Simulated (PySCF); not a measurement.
C3H9NSi2, SMILES N1[SiH2]C(C)=C[SiH2]1. Atoms are numbered in the order given.

```xyz
15

C      0.6792    -2.5640     0.0000
C      0.3973    -1.0863     0.0000
C      1.3505    -0.1269     0.0000
Si     0.7366     1.6454     0.0000
N     -0.9788     1.3102     0.0000
Si    -1.3625    -0.3897     0.0000
H      1.7598    -2.7773     0.0000
H      0.2310    -3.0520     0.8832
H      0.2310    -3.0520    -0.8832
H      2.4135    -0.4074     0.0000
H      1.1928     2.4190    -1.1970
H      1.1928     2.4190     1.1970
H     -1.6850     2.0381     0.0000
H     -2.1413    -0.8374     1.1975
H     -2.1413    -0.8374    -1.1975
```
Charge 0, spin multiplicity 1.

Geometry optimised at B3LYP-D3(BJ)/def2-SVP. This is a generated structure with no PubChem entry under its InChIKey; it may be hypothetical.

The numbers are results of B3LYP-D3(BJ)/def2-SVP in PySCF 2.14.0, not measurements.

Frequencies are harmonic and unscaled.

Computed harmonic wavenumbers and intensities:
| mode | ν (cm⁻¹) | IR (km/mol) | moving atoms (share of kinetic energy) |
|---|---|---|---|
| 1 | 132 | 0.2 | H 45 %, N 25 %, C 17 %, Si 13 % |
| 2 | 145 | 1.0 | H 68 %, N 23 %, Si 8 % |
| 3 | 188 | 0.1 | H 50 %, C 43 % |
| 4 | 274 | 0.1 | C 45 %, H 32 %, Si 22 % |
| 5 | 304 | 47.9 | H 82 %, C 14 % |
| 6 | 338 | 25.1 | H 63 %, C 37 % |
| 7 | 405 | 4.5 | C 43 %, Si 39 %, H 9 %, N 9 % |
| 8 | 440 | 4.1 | Si 67 %, C 15 %, N 11 % |
| 9 | 587 | 3.2 | C 52 %, Si 29 %, H 18 % |
| 10 | 600 | 30.5 | H 84 %, Si 9 % |
| 11 | 653 | 14.2 | H 70 %, C 20 %, Si 10 % |
| 12 | 687 | 33.2 | H 85 %, Si 9 % |
| 13 | 690 | 60.1 | H 82 %, N 10 % |
| 14 | 704 | 3.0 | N 40 %, H 38 %, Si 18 % |
| 15 | 739 | 26.2 | H 53 %, C 31 %, N 8 % |
| 16 | 813 | 22.3 | H 49 %, C 26 %, Si 21 % |
| 17 | 858 | 50.3 | H 78 %, C 21 % |
| 18 | 878 | 68.8 | H 46 %, N 37 %, Si 17 % |
| 19 | 946 | 380.5 | H 63 %, Si 20 %, N 12 % |
| 20 | 996 | 127.0 | H 70 %, C 27 % |
| 21 | 1000 | 197.4 | H 87 %, C 9 % |
| 22 | 1024 | 10.1 | H 89 % |
| 23 | 1044 | 0.7 | H 64 %, C 36 % |
| 24 | 1108 | 47.5 | H 57 %, C 23 %, N 17 % |
| 25 | 1124 | 101.3 | H 53 %, C 29 %, N 16 % |
| 26 | 1263 | 7.3 | H 52 %, C 47 % |
| 27 | 1387 | 0.2 | H 77 %, C 23 % |
| 28 | 1450 | 9.5 | H 96 % |
| 29 | 1453 | 12.6 | H 94 % |
| 30 | 1624 | 11.5 | C 96 % |
| 31 | 2177 | 54.6 | H 96 % |
| 32 | 2179 | 289.4 | H 96 % |
| 33 | 2191 | 328.8 | H 98 % |
| 34 | 2201 | 36.5 | H 98 % |
| 35 | 3011 | 25.4 | H 97 % |
| 36 | 3076 | 12.0 | H 91 %, C 9 % |
| 37 | 3106 | 15.8 | H 90 %, C 10 % |
| 38 | 3110 | 18.3 | H 92 %, C 8 % |
| 39 | 3630 | 45.9 | H 93 % |
